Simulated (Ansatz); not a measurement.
BH6N3 (`NB(N)N`), charge 0, multiplicity 1.

Question: Give a relaxed structure at PBE0-D4/def2-TZVP (Ansatz). (Estimate.)

Answer: Ansatz gave: 
Cartesian coordinates in Å:
```
N -1.3997 -0.2743 -0.0646
B -0.0001 -0.0021 -0.0007
N 0.8426 -0.8031 0.8257
N 0.5553 1.0666 -0.7633
H -1.8045 -1.1059 0.3227
H -2.0156 0.2081 -0.6917
H 0.4842 -1.4850 1.4672
H 1.8211 -0.6212 0.9448
H 0.0070 1.6559 -1.3604
H 1.5097 1.3609 -0.6797
```
This is one stationary point; other conformers may exist.
